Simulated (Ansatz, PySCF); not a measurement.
Pulling on the N3–H4 bond in GeH3N (SMILES [NH2][GeH]) (multiplicity 1 held, fragments rigid). Energies count from the point at 1.008 Å.
Geometry at that point (charge 0, multiplicity 1):
```xyz
5

Ge    -0.14236     0.24007     0.31201
H     -0.50045     1.34586    -0.79743
N      0.51606    -0.92124    -0.93852
H      0.55853    -0.75427    -1.93200
H      0.88510    -1.82501    -0.68514
```

Unrestricted levels (U-) break spin symmetry where that is lower. Active spaces are followed from a long bond inwards. Curves can end on different states.

Frozen-core correlation. Filled d and f shells under p-block atoms count as core. Rows in 3-21G, LANL2DZ carry no dispersion term and start afresh at each structure; the Pople sets are all-electron and without relativity. LANL2DZ brings its own core potentials from Na on.

Run with Ansatz (a first-principles code); PySCF for 3-21G rows, LANL2DZ rows. Values without a source in brackets are computed.

Other levels give for the energy at R = 3.227 Å: U-PBE/cc-pVTZ 4.615; U-B3LYP/cc-pVTZ 4.841; U-wB97X-V/cc-pVTZ 5.060; FIC-MRCISD+Q on CASSCF(2,2)/cc-pVTZ 5.068 eV.

Common cheap choices:

| level | energy at R = 3.227 Å (eV) |
|---|---|
| R-HF/3-21G | 9.292 |
| U-HF/LANL2DZ | 4.257 |
| R-B3LYP/LANL2DZ | 6.546 |
| U-B3LYP/LANL2DZ | 4.952 |

Doubts at one or more of the structures used: a restricted determinant that unrestricted orbitals would lower (R-HF/3-21G); a spin-contaminated determinant (U-HF/LANL2DZ, U-B3LYP/LANL2DZ, U-PBE/cc-pVTZ, U-B3LYP/cc-pVTZ, U-wB97X-V/cc-pVTZ).
